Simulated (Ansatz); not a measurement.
A nudged elastic band was laid between two geometries of F$_{4}$H$_{3}$O$_{2}$Ta (10 atoms, charge 0, multiplicity 1).

These are results of RHF/def2-SVP in Ansatz, not measurements.

| Quantity | Value |
| --- | --- |
| movable images | 5 |
| climbing image | yes |
| spring | 5.0 eV/Å² |
| optimiser | quadratic models (default) |
| start path | straight line |
| force threshold | 0.03 eV/Å |
| iteration limit | 51 |
| end points | relaxed |

Initial state:

```xyz
10
Properties=species:S:1:pos:R:3
Ta 0.002 -0.084 0.274
O 1.884 0.300 0.418
H 2.388 0.612 1.154
F -0.006 -0.153 2.171
F 0.309 -0.560 -1.528
O -0.804 1.548 0.041
H -1.180 2.399 -0.100
F -1.445 -1.293 0.313
F 1.074 -2.213 0.492
H 1.958 -2.100 0.299
```

Final state:

```xyz
10
Properties=species:S:1:pos:R:3
Ta -0.215 -0.523 0.363
O 1.979 0.099 0.432
H 2.416 0.075 1.276
F 0.084 -0.124 2.189
F 0.380 -0.778 -1.416
O -0.715 1.241 0.006
H -0.903 2.147 -0.157
F -1.940 -1.211 0.346
F 0.534 -2.232 0.736
H 2.558 -0.238 -0.242
```

Task: What changes between the two ends?

Result: Bonds broken: F9–H10. Bonds formed: O2–H10.

Task: What energy profile does the band end with?

Result: The forces met the threshold. The highest image is number 2 of 0 to 6, 7.6 kcal/mol above the first end and 30.1 kcal/mol above the last; the last end lies 22.5 kcal/mol below the first. Another band between the same ends (5 images) ends at a top of the same energy, where a vibrational analysis finds 1 clearly imaginary mode. The orbitals stay closed-shell, which can raise the energy where a bond breaks towards radicals; this wasn't checked here.

```json
{"image": "0", "path coordinate (Å)": "0.00", "energy (kcal/mol)": "0.0", "F9–H10 (Å)": "0.91", "O2–H10 (Å)": "2.40"}
{"image": "1", "path coordinate (Å)": "0.53", "energy (kcal/mol)": "1.2", "F9–H10 (Å)": "0.93", "O2–H10 (Å)": "1.83"}
{"image": "2", "path coordinate (Å)": "1.06", "energy (kcal/mol)": "7.6", "F9–H10 (Å)": "1.09", "O2–H10 (Å)": "1.27"}
{"image": "3", "path coordinate (Å)": "1.61", "energy (kcal/mol)": "-14.3", "F9–H10 (Å)": "1.70", "O2–H10 (Å)": "0.97"}
{"image": "4", "path coordinate (Å)": "2.15", "energy (kcal/mol)": "-20.9", "F9–H10 (Å)": "2.25", "O2–H10 (Å)": "0.95"}
{"image": "5", "path coordinate (Å)": "2.70", "energy (kcal/mol)": "-21.9", "F9–H10 (Å)": "2.64", "O2–H10 (Å)": "0.95"}
{"image": "6", "path coordinate (Å)": "3.25", "energy (kcal/mol)": "-22.5", "F9–H10 (Å)": "3.01", "O2–H10 (Å)": "0.95"}
```

Task: What is the geometry of the highest image?

Result: 
```xyz
10
Properties=species:S:1:pos:R:3
Ta -0.087 -0.272 0.260
O 1.964 -0.033 0.417
H 2.452 0.476 1.049
F -0.063 -0.246 2.151
F 0.199 -0.601 -1.570
O -0.675 1.455 0.063
H -0.974 2.333 -0.103
F -1.639 -1.302 0.266
F 1.118 -2.062 0.485
H 1.882 -1.292 0.515
```

Time of the run: 6 min on 2 threads of Intel(R) Xeon(R) Platinum 8259CL CPU @ 2.50GHz (Skylake/Cascade Lake) (shared host), peak memory 0.36 GiB.
